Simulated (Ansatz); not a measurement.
Input file for Ansatz (a quantum-chemistry and plane-wave program): U-CCSD(T)/def2-TZVPP on MnH, 2S+1 = 5, a spin state set in the input, which need not be the lowest, a point of a bond scan (R = 1.628 Å).

Ansatz 0.2 input:
```yaml
crystal:
  periodic: [false, false, false]
  atoms:
    - {symbol: Mn, position_ang: [0.00000000, 0.00000000, 0.00000000]}
    - {symbol: H, position_ang: [0.00000000, 0.00000000, 1.62776200]}
basis:
  gaussian:
    orbitals: def2-TZVPP
magnetization: {spin_polarized: true, initial_magnetization: 4}
correlation: {method: ccsd_t, electrons: valence}
output: {orbitals: {seedname: ./end}}
```

It printed:

```
WARN ansatz: RAYON_NUM_THREADS=2 ignored (pool sized by the plan → 2); use --threads N
Functional definition: HF
integrals: 0.08 GiB planned
529 factors; integrals over basis functions are off by at most 1.2e-3 eV
mean field: 0.15 GiB planned
mean field evaluation 1: about -31300.6243 eV, gradient 1.8e1 eV
mean field evaluation 2: about -31300.6244 eV, gradient 1.8e1 eV
mean field evaluation 4: about -31302.1851 eV, gradient 4.2e0 eV
mean field evaluation 8: about -31303.3673 eV, gradient 7.5e-1 eV
mean field evaluation 16: about -31297.3347 eV, gradient 4.1e1 eV
mean field evaluation 32: about -31303.3713 eV, gradient 3.7e-1 eV
mean field evaluation 64: about -31300.7200 eV, gradient 3.2e0 eV
mean field -31303.37857135 eV, -1150.3779443050 hartree, gradient 2.9e-6 eV, S^2 6.994754; 1 other end points of the search recorded, 0 dependent functions left out
5 core orbitals not correlated
reference -31303.37857135 eV, -1150.3779443050 hartree; 10, 6 occupied and 63, 67 virtual orbitals, 529 factors
second order -12.25862127 eV of doubles, -0.00000000 eV of singles
coupled cluster: 0.29 GiB planned
cycle   1  -12.25042052 eV  change    8.2e-3 eV  update   8.6e-2
cycle   2  -12.57100388 eV  change   -3.2e-1 eV  update   3.7e-2
cycle   3  -12.66004586 eV  change   -8.9e-2 eV  update   3.0e-2
cycle   4  -12.65874081 eV  change    1.3e-3 eV  update   1.9e-2
cycle   5  -12.68605060 eV  change   -2.7e-2 eV  update   1.4e-2
cycle   6  -12.71996373 eV  change   -3.4e-2 eV  update   8.9e-3
cycle   7  -12.72029244 eV  change   -3.3e-4 eV  update   5.3e-3
cycle   8  -12.72531467 eV  change   -5.0e-3 eV  update   3.5e-3
cycle   9  -12.72653924 eV  change   -1.2e-3 eV  update   1.7e-3
cycle  10  -12.72638590 eV  change    1.5e-4 eV  update   1.1e-3
cycle  11  -12.72681626 eV  change   -4.3e-4 eV  update   7.1e-4
cycle  12  -12.72589169 eV  change    9.2e-4 eV  update   4.8e-4
cycle  13  -12.72620946 eV  change   -3.2e-4 eV  update   3.1e-4
cycle  14  -12.72608619 eV  change    1.2e-4 eV  update   2.1e-4
cycle  15  -12.72610559 eV  change   -1.9e-5 eV  update   1.2e-4
cycle  16  -12.72600451 eV  change    1.0e-4 eV  update   5.9e-5
cycle  17  -12.72600937 eV  change   -4.9e-6 eV  update   2.7e-5
cycle  18  -12.72602332 eV  change   -1.4e-5 eV  update   1.5e-5
cycle  19  -12.72603107 eV  change   -7.7e-6 eV  update   6.9e-6
coupled cluster: 0.29 GiB planned
perturbative correction -0.34438378 eV, -0.0126558706 hartree
WARN: the results are in doubt because among natural orbitals the method converges to other amplitudes
Total energy: -31316.44898620 eV, -1150.8582731913 hartree
In doubt: among natural orbitals the method converges to other amplitudes
```

The run converged. Its determinant has ⟨S²⟩ = 6.99, a mixture of spin states.

Warnings raised: other amplitudes.

Cost: roughly 15 core-seconds.
